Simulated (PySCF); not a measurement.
# Energy and ionisation energy along a bond of B2FHN cation

Calculated results; nothing here was measured. They come from PySCF 2.14.0, an open-source quantum chemistry program, on an isolated molecule that a program drew, which may never have been made. The molecule is B2FHN cation (charge +1, singlet), drawn as the SMILES string `B=N[B+]F`.

The structure below is the HF double-zeta minimum with every atom moved a little at random, so it isn't optimised. Bond N2-B3 is then set to each length in the table by shifting atoms 3, 4 along it, with nothing else relaxed.
```xyz
5
B2FHN cation, angstrom
B    -0.7810    0.0104   -1.5805
N    -0.3047    0.9722   -0.9297
B     0.1376    1.9776   -0.2473
F     0.4720    2.9603    0.4807
H    -1.1710   -0.9321   -2.1592
```

E is the energy above the same method's energy at the HF double-zeta minimum. IE is the energy to remove one electron at fixed geometry, to the doublet state of charge +2, as a difference of total energies. The basis family is cc-pVnZ, with UHF for radicals and no spin-orbit coupling. Best is HF at quadruple zeta, plus MP2 correlation extrapolated from triple and quadruple zeta, plus CCSD(T) minus MP2 at triple zeta, with a frozen core. The other columns are at triple zeta.

```
bond (Å),E r2SCAN (kcal/mol),E CCSD (kcal/mol),E CCSD(T) (kcal/mol),E best (kcal/mol),IE r2SCAN (eV),IE CCSD (eV),IE CCSD(T) (eV),IE best (eV),T1
1.2581,2.66,2.88,3.07,2.81,19.923,19.897,20.017,20.156,0.015
1.2931,1.41,1.53,1.50,1.51,19.755,19.699,19.827,19.965,0.015
1.4041,8.53,8.48,7.74,8.44,19.223,19.106,19.255,19.393,0.016
1.4831,?,?,?,?,?,?,?,?,?
1.5871,40.23,40.14,38.29,39.58,18.418,18.261,18.436,18.575,0.017
```

T1 is the CCSD diagnostic of the starting molecule.

**Estimate the best E and IE at 1.4831 Å from the other rows.**

A cubic in the inverse of the bond length through the other values of E best gives 19.96 kcal/mol there. A least-squares quadratic in the bond length through IE best gives 19.021 eV. The calculation gives 20.00 kcal/mol and 19.020 eV, so the fits miss by 0.04 kcal/mol and 0.001 eV. The same recipe one zeta lower moves these two values by 1.04 kcal/mol and 0.03 eV, a gauge of their own error. The rest of the row: E is 20.29 (r2SCAN), 20.21 (CCSD), 18.99 (CCSD(T)); IE is 18.861 (r2SCAN), 18.721 (CCSD), 18.882 (CCSD(T)); T1 is 0.016.
